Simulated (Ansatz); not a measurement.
Harmonic frequencies (cm⁻¹) at PBE0-D4/def2-TZVP from Ansatz: 66, 92, 119, 202, 247, 261, 340, 476, 618, 628, 688, 708, 792, 810, 891, 1059, 1112, 1427, 2202, 3080, 3144.

Task: Which molecule is it?
A. `F[SiH]1C[S][Al]1[Cl]`
B. `NCO[SiH3]`
C. `CN=C(F)F`
D. `OBB[SiH3]`

Result: A.
